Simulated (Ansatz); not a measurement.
Consider the ligand exchange at the Si–C bond: `O[SiH](F)CF` + H₂Se → `O[SiH](F)[SeH]` + `CF`.

Computed with Ansatz on PBE0-D4/def2-TZVP structures; ΔE is electronic, products minus reactants. CBS: MP2 limit from def2 TZ/QZ plus the TZ coupled-cluster correction, frozen cores. This one scheme is used for every species. Functionals use def2-TZVPP. For Se outer-core shells are correlated without core-valence functions, which leaves a few kJ/mol of doubt a bond. Scalar relativity is left out up to krypton. Each species was taken in one conformer, which may not be the lowest.

```csv
level,ΔE (kJ/mol),difference from CCSD(T)/CBS
PBE-D4,-82.8,1.6
revPBE-D4,-82.4,2.0
r2SCAN-D4,-83.4,1.0
B97M-V,-80.8,3.6
PBE0-D4,-85.1,-0.7
ωB97X-V,-78.8,5.6
PBE,-81.9,2.5
r2SCAN,-83.5,0.9
PBE0,-84.3,0.1
LC-ωPBE,-79.3,5.1
HF/def2-SVP,-78.4,6.0
CCSD/def2-SVP,-73.6,10.8
SCS-MP2/def2-TZVPP,-84.1,0.3
CCSD(T)/def2-TZVPP,-80.3,4.1
MP2/def2-QZVPP,-90.1,-5.7
HF/CBS(def2),-83.0,1.4
CCSD(T)/CBS,-84.4,0
```

(1) What do rigid-rotor, harmonic-oscillator terms from PBE0-D4/def2-TZVP frequencies (298.15 K, 1 bar) make of the CCSD(T)/CBS value? (An estimate is asked.)

Largest T1 diagnostic among the species: 0.012.

Results:

(1) Ansatz gave: ΔZPE = +11.1 kJ/mol, ΔH = -74.3 kJ/mol, ΔS = -2 J/(mol·K), ΔG = -73.8 kJ/mol.

From BLYP to BHLYP (50 % exact exchange), in def2-TZVPP and without D4, ΔE moves by −3.8 kJ/mol. At CCSD(T), def2-SVP lies +10.5 kJ/mol from the extrapolated value and def2-TZVPP +4.1 kJ/mol.

CCSD(T)/CBS has its own doubt, a few kJ/mol and more with outer-core shells, so smaller differences from it don't rank the levels.
